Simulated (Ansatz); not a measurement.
System: C₄H₁₀B, charge 0, multiplicity 2. It need not be the lowest isomer of its formula. 
Structure (B3LYP-D3(BJ)/def2-TZVP (Ansatz, a quantum-chemistry and plane-wave program) minimum search):
SMILES: [CH2]B(C)CC
```xyz
15

C     -1.6792    -1.2613    -0.1205
B     -0.5835    -0.1810    -0.1108
C     -0.8994     1.2790    -0.6005
C      0.8523    -0.5878     0.4045
C      1.9504     0.4769     0.4035
H     -1.5083    -2.2831     0.2090
H     -2.6948    -1.0735    -0.4574
H     -0.2322     1.5587    -1.4245
H     -0.6810     2.0049     0.1917
H     -1.9276     1.4363    -0.9296
H      1.1780    -1.4605    -0.1801
H      0.7312    -0.9973     1.4183
H      2.1321     0.8602    -0.6030
H      1.6773     1.3313     1.0267
H      2.8980     0.0866     0.7807
```
Charge 0, spin multiplicity 2.

Basis-set convergence of Hartree-Fock and CCSD correlation energies (hartree) with Ansatz. Valence correlation only, unless marked. UHF or UKS for open shells. Spin-orbit coupling is left out. No relativistic terms.

| basis | functions | E(HF) | E(corr, CCSD) |
|---|---|---|---|
| cc-pVDZ | 120 | -181.96891 | -0.70451 |
| cc-pVTZ | 290 | -182.01918 | -0.83761 |
| cc-pVQZ | 575 | -182.03056 | -0.87616 |

Extrapolating the two largest sets (X = 3 and 4) as X^-3: E(corr) = (64·(-0.87616) - 27·(-0.83761))/37 = -0.9043 Eh, an estimate of the basis-set limit. The largest set recovers 96.9 % of it, the smallest 77.9 %.
